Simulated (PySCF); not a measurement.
## SMILES O(C)C/C=C/I, C$_{4}$H$_{7}$IO: coupling constants with relativity

Cartesian coordinates in Å; atom numbers follow the order of the lines, from 1:
```xyz
13

C    -1.882    0.869    0.757
O    -0.564    0.659    0.358
C    -0.174   -0.674    0.404
C     1.244   -0.835   -0.036
C     2.000    0.190   -0.420
I     3.985   -0.010   -1.040
H    -2.054    0.549    1.804
H    -2.089    1.946    0.684
H    -2.603    0.328    0.112
H    -0.824   -1.304   -0.245
H    -0.283   -1.089    1.431
H     1.636   -1.858   -0.026
H     1.626    1.215   -0.436
```

[PySCF 2.14 with density-fitted X2C routines: indirect couplings; PBE0/pcJ-1 (dyall-v2z on I), gas phase, Gaussian nuclear model, PBE0-D3(BJ)/def2-SVP geometry]

Non-relativistic values:
| coupling | atoms | J (Hz) |
| --- | --- | --- |
| 1J(127I,13C) | I6 – C5 | -159.9 |
| 2J(127I,13C) | I6 – C4 | -4.6 |
| 2J(127I,1H) | I6 – H13 | 35.5 |
| 3J(127I,1H) | I6 – H12 | 9.3 |
| 4J(127I,17O) | I6 – O2 | 1.3 |

What do two-component X2C with spin–orbit coupling give?

## Answers


```
    coupling     atoms  with spin–orbit (Hz)
1J(127I,13C)   I6 – C5                -197.7
2J(127I,13C)   I6 – C4                 -10.6
 2J(127I,1H)  I6 – H13                  38.6
 3J(127I,1H)  I6 – H12                   9.8
4J(127I,17O)   I6 – O2                   1.4
```

The largest listed coupling, 1J(127I,13C), ends at 1.24 times its non-relativistic value. Couplings to strongly quadrupolar nuclei (127I) are seldom resolved in solution.
